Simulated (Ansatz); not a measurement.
A search over several starts for the lowest SCF solution of [(OH)3Hf]2S (Hf₂SO₆H₆) at the given spin, in a small basis.

```yaml
crystal:
  periodic: [false, false, false]
  atoms:
    - {symbol: Hf, position_ang: [-0.413229, 1.351131, -1.449380]}
    - {symbol: O, position_ang: [-1.412404, 2.957868, -1.074075]}
    - {symbol: O, position_ang: [-0.171639, 1.026477, -3.337387]}
    - {symbol: O, position_ang: [-1.135911, -0.242250, -0.446908]}
    - {symbol: S, position_ang: [1.613253, 1.181971, -0.197652]}
    - {symbol: Hf, position_ang: [0.596863, -0.867210, 0.976665]}
    - {symbol: O, position_ang: [1.879662, -0.917419, 2.417672]}
    - {symbol: O, position_ang: [0.879456, -2.533688, 0.022995]}
    - {symbol: O, position_ang: [-1.079259, -0.884543, 2.064419]}
    - {symbol: H, position_ang: [-1.729624, 3.836551, -0.862963]}
    - {symbol: H, position_ang: [0.121057, 0.812947, -4.223602]}
    - {symbol: H, position_ang: [-1.906404, -0.461580, 0.101897]}
    - {symbol: H, position_ang: [2.571625, -0.727632, 3.051248]}
    - {symbol: H, position_ang: [1.317977, -3.384715, -0.032934]}
    - {symbol: H, position_ang: [-1.131426, -1.147897, 2.989985]}
basis:
  gaussian: {orbitals: def2-SVP, initial_orbitals: start.molden}
hamiltonian: {xc: pbe, dispersion: d4}
output: {orbitals: {seedname: orbitals}}
```

The file start.molden holds the orbitals of an earlier run on this structure, at another level or in another basis.

```sh
$ ansatz run in.yaml --threads 2 --pin off --events-out ev --progress --plain --max-ram 32768MiB --backend cpu
```

It prints (some lines left out):

```
Functional definition: PBE
2039 factors; their error is unknown
mean field evaluation 1: about -25813.5787 eV, gradient 7.7e0 eV
mean field evaluation 2: about -25813.7431 eV, gradient 1.2e-1 eV
mean field evaluation 4: about -25813.6018 eV, gradient 2.9e-4 eV
mean field evaluation 8: about -25779.4372 eV, gradient 1.4e2 eV
mean field evaluation 16: about -25813.7429 eV, gradient 3.5e-1 eV
mean field -25813.60176279 eV, -948.6323676949 hartree, gradient 1.2e-5 eV, S^2 0.000000; 1 other end points of the search recorded, 0 dependent functions left out
reference -25813.60186593 eV, -948.6323714853 hartree; 47, 47 occupied and 149, 149 virtual orbitals, 2039 factors
Total energy: -25813.99554139 eV, -948.6468387914 hartree
```

It took 6.5 s on 2 threads of AMD EPYC 7R13 on a shared host.

In the def2 sets Hf takes a core potential; there is no spin–orbit coupling.
